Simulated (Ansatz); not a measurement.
A run of Ansatz (development build ahead of 0.2.0) on quintet VBr at this shape:

```xyz
2

V     0.0000    0.0000    0.0000
Br    0.0000    0.0000    4.9600
```

Its results:

```
Converged                       : yes
Total energy                    : -3517.50264 hartree
Spin squared of the determinant : 6.539
Stability test                  : minimum
```

**Question.** Which input gives this output? Name the method, the orbitals and the basis set, and write the input.

**Answer.** PBE (unrestricted) in pcseg-2.

```yaml
crystal:
  periodic: [false, false, false]
  atoms:
    - { symbol: V, position_ang: [0.0, 0.0, 0.0] }
    - { symbol: Br, position_ang: [0.0, 0.0, 4.96] }
basis:
  gaussian: { orbitals: pcseg-2 }
magnetization:
  spin_polarized: true
  initial_magnetization: 4
hamiltonian:
  xc: pbe
```

Caution: charge can spread falsely over distant fragments; other spin multiplicities were not run; the unrestricted determinant is spin contaminated.
